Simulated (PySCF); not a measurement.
From a computed spectrum to the compound

A species of 6 atoms with charge 1 has these harmonic modes (PBE0, small Gaussian bases with core potentials, PySCF 2.14.0):

```
cm⁻¹  km/mol  symmetry
  77     0.0        a'
 270     9.3        a'
 290     6.8        a'
 306    26.1       a''
 350     0.0       a''
 372     0.3        a'
 403     0.0       a''
 694    12.0        a'
 760    46.1        a'
 767   130.3       a''
1063    49.6        a'
1102    25.6        a'
```

(1) Which species is it, and in which structure?

## Answers

(1) [OsO2F3]+ (singlet):
```xyz
6

Os    0.0452    0.0000    0.0262
O     0.1900    0.0000    1.6732
O     1.5662    0.0000   -0.6224
F    -0.2047    1.7953   -0.1209
F    -1.5259    0.0000   -0.9076
F    -0.2047   -1.7953   -0.1209
```
Ideal gas at 298.15 K and 1 bar: S = 345.0 J/(mol K), Cp = 93.8 J/(mol K), H − H(0 K) = 18.9 kJ/mol (rigid rotor, harmonic modes, spin degeneracy alone). 
 Other answers can fit too; this one was computed.
